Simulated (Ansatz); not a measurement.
Reaction (silylene formation by 1,1-elimination): `O[SiH](F)[Si](O)(O)O` → `O[SiH](O)O` + `O[Si]F`

Calculated with Ansatz (gas phase, PBE0-D4/def2-TZVP geometries, no zero-point term in ΔE). CCSD(T)/CBS is the MP2 limit (def2-TZVPP, def2-QZVPP) plus CCSD(T) − MP2 in def2-TZVPP, frozen cores. This one scheme is used for every species. Functionals use def2-TZVPP. B3LYP here is the variant with VWN-RPA as its local correlation; programs differ in this. One conformer a species, not always the lowest.

```json
{"level": "B3LYP-D4", "ΔE (kJ/mol)": "111.8", "difference from CCSD(T)/CBS": "-3.0"}
{"level": "PBE", "ΔE (kJ/mol)": "108.5", "difference from CCSD(T)/CBS": "-6.3"}
{"level": "r2SCAN", "ΔE (kJ/mol)": "127.8", "difference from CCSD(T)/CBS": "13.0"}
{"level": "PBE0", "ΔE (kJ/mol)": "120.2", "difference from CCSD(T)/CBS": "5.4"}
{"level": "HF/def2-TZVPP", "ΔE (kJ/mol)": "102.5", "difference from CCSD(T)/CBS": "-12.3"}
{"level": "MP2/def2-TZVPP", "ΔE (kJ/mol)": "116.6", "difference from CCSD(T)/CBS": "1.8"}
{"level": "CCSD/def2-TZVPP", "ΔE (kJ/mol)": "107.6", "difference from CCSD(T)/CBS": "-7.2"}
{"level": "HF/def2-QZVPP", "ΔE (kJ/mol)": "101.5", "difference from CCSD(T)/CBS": "-13.3"}
{"level": "SCS-MP2/def2-QZVPP", "ΔE (kJ/mol)": "112.6", "difference from CCSD(T)/CBS": "-2.2"}
{"level": "MP2/CBS(def2)", "ΔE (kJ/mol)": "122.0", "difference from CCSD(T)/CBS": "7.2"}
{"level": "CCSD(T)/CBS", "ΔE (kJ/mol)": "114.8", "difference from CCSD(T)/CBS": "0"}
```

Largest T1 diagnostic among the species: 0.015.

From PBE to PBE0 (25 % exact exchange), in def2-TZVPP and without D4, ΔE moves by +11.7 kJ/mol. In def2-TZVPP, CCSD(T) changes the Hartree–Fock value by +6.9 kJ/mol (the triples alone add +1.8 kJ/mol) and MP2 by +14.1 kJ/mol. The D4 term adds +18.6 kJ/mol with B3LYP and +10.5 kJ/mol with PBE0; it sums over pairs of atoms, weighted by their polarisabilities, and B3LYP, whose exchange is more repulsive, gets the larger term.
